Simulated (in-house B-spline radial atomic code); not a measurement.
**Solving the quasi-particle equation for 4d up of Mo+**

Configuration [Kr] 4d5, highest spin, start Hartree-Fock; correlation leaves out the 5 deepest shells. Computed with an all-electron radial atomic-structure program (B-spline basis): all electrons, scalar-relativistic (spin-free one-electron X2C), finite nucleus, each spin shell either full or empty, empty states to l = 9 with an (l + 1/2)⁻⁴ tail; G0W0 by contour deformation at full frequency.

At the mean-field level ε = -16.352 eV the matrix elements are Σx = -25.713 eV, v_xc = -25.713 eV and Σc(ε) = -0.272 eV, and the slope of the correlation self-energy is dΣc/dω = -0.0586. The quasi-particle energy solves E = ε + Σx − v_xc + Σc(E).

Problem. What does the linearised equation give?

Solution. Z = 1/(1 − dΣc/dω) = 1/1.0586 = 0.9446. The first-order shift is Σx − v_xc + Σc(ε) = -25.713 − (-25.713) + (-0.272) = -0.272 eV, so E ≈ ε + Z × shift = -16.352 + 0.9446 × (-0.272) = -16.609 eV.

Problem. How does that compare with the full solution and with static screening?

Solution. Solving the equation at full frequency dependence gives E = -16.609 eV, where Σc = -0.257 eV and the weight is 0.944; the linearised value is off by 0 meV. Leaving Z out would give -16.624 eV. Static COHSEX puts -2.202 eV in place of Σc and gives -18.554 eV, 1.95 eV deeper.
